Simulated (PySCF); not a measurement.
Input for PySCF:
```python
from pyscf import gto, scf, dft

mol = gto.M(
    atom='''
Cl    0.04397355    0.04439120    2.59875222
Ge    0.00802737    0.00810362    0.47440229
I     2.17417993   -1.01136779   -0.39306045
I    -0.22676149    2.38422747   -0.41043674
I    -1.96636987   -1.39199111   -0.31649641
''',
    basis='def2-sv(p)',
    ecp={'I': 'def2-sv(p)'},
    verbose=4,
    max_memory=1800,
)

mf = dft.RKS(mol)
mf.xc = 'r2scan'
mf = mf.density_fit(auxbasis='def2-universal-jkfit')
mf.kernel()
```

Task: What does this run give for the Mulliken (on the basis functions themselves) charges in atom order, nuclear repulsion energy, number of basis functions?

Result: 
```
Quantity                                                                                                       Result
------------------------------------------------------------------  -------------------------------------------------
Mulliken (on the basis functions themselves) charges in atom order  Cl1 -0.18, Ge2 0.40, I3 -0.07, I4 -0.07, I5 -0.07
nuclear repulsion energy                                                                                 1049.3719 Eh
number of basis functions                                                                                         128
```
